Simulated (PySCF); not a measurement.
Magnetisability: SMILES N#C/C(F)=C(\C#N)CCl, C5H2ClFN2

Geometry (Å), atoms numbered from 1 in this order:
```xyz
11

N     3.2962   -0.5090   -0.4657
C     2.1670   -0.6574   -0.3522
C     0.7695   -0.8473   -0.2080
F     0.3536   -2.1196   -0.2302
C    -0.1090    0.1663   -0.0695
C     0.3698    1.4984   -0.0662
N     0.7197    2.5882   -0.0727
C    -1.5738   -0.0387    0.1301
Cl   -1.9691    0.3643    1.8430
H    -1.8593   -1.0765   -0.0375
H    -2.1593    0.6340   -0.4969
```

Method: GIAO BHandHLYP/pcSseg-1 magnetisability, rotational g tensor and spin-rotation constants, non-relativistic, gas phase in PySCF. Geometry: GFN2-xTB.

(1) How diamagnetic is it, and how anisotropic?

(2) Split it along the inertial axes a, b, c into diamagnetic and paramagnetic parts about the centre of mass, with the quadrupole moment.

(3) And the rotational g tensor?

Answers

(1) Isotropic -1239 × 10⁻³⁰ J/T², or -74.6 × 10⁻⁶ cm³/mol; principal values -1293, -1239, -1184 × 10⁻³⁰ J/T², anisotropy 95 × 10⁻³⁰ J/T² (root of half the summed squared differences of the principal values). The susceptibility is in cgs units.

(2) 
| axis | χ (10⁻⁶ cm³/mol) | diamagnetic (10⁻⁶ cm³/mol) | paramagnetic (10⁻⁶ cm³/mol) | summed x² of all electrons (Å²) | quadrupole Θ (D Å) |
| --- | --- | --- | --- | --- | --- |
| a | -75.6 | -641.4 | 565.9 | 258.7 | -6.84 |
| b | -73.0 | -1227.4 | 1154.4 | 120.6 | -5.75 |
| c | -75.2 | -1609.0 | 1533.9 | 30.6 | +12.59 |

Anisotropies 2χaa − χbb − χcc = -2.9 and 2χbb − χaa − χcc = +4.7 × 10⁻⁶ cm³/mol. Θ is traceless in Buckingham's convention.

(3) 
| axis | rotational constant (GHz) | g | nuclear part | electronic part |
| --- | --- | --- | --- | --- |
| a | 2.0233 | -0.0306 | 0.5073 | -0.5379 |
| b | 0.9603 | -0.0160 | 0.5048 | -0.5208 |
| c | 0.7155 | -0.0148 | 0.5008 | -0.5156 |

Asymmetric top; isotopes 12C, 35Cl, 19F, 1H, 14N; no vibrational averaging.
